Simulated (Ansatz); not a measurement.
Molecule: C₂H₆BO, net charge 0, doublet state. It need not be the lowest isomer of its formula. 
Geometry from a B3LYP-D3(BJ)/def2-TZVP (Ansatz, a program for electronic structure) optimisation:
```xyz
10

B      0.0176     0.0472    -0.0069
C      1.5352    -0.2345    -0.0135
C     -1.0479    -1.0933     0.1788
O     -0.4483     1.3287    -0.1666
H      1.9466    -1.2306     0.1092
H      2.2888     0.5391    -0.1404
H     -2.0722    -0.7198     0.1584
H     -0.9440    -1.8534    -0.6026
H     -0.8931    -1.6194     1.1266
H      0.2482     1.9848    -0.2759
```
Charge 0, spin multiplicity 2.

Basis-set convergence of Hartree-Fock and CCSD correlation energies (hartree) with Ansatz. Correlated levels leave the core frozen unless marked. UHF or UKS for open shells. No spin-orbit coupling. No relativistic terms.

```json
[
 {"basis": "cc-pVDZ", "functions": "86", "E(HF)": "-178.82100", "E(corr, CCSD)": "-0.57530"},
 {"basis": "cc-pVTZ", "functions": "204", "E(HF)": "[?]", "E(corr, CCSD)": "[?]"}
]
```

Some entries are withheld; supply them.


- cc-pVTZ, E(HF): -178.87638
- cc-pVTZ, E(corr, CCSD): -0.69896
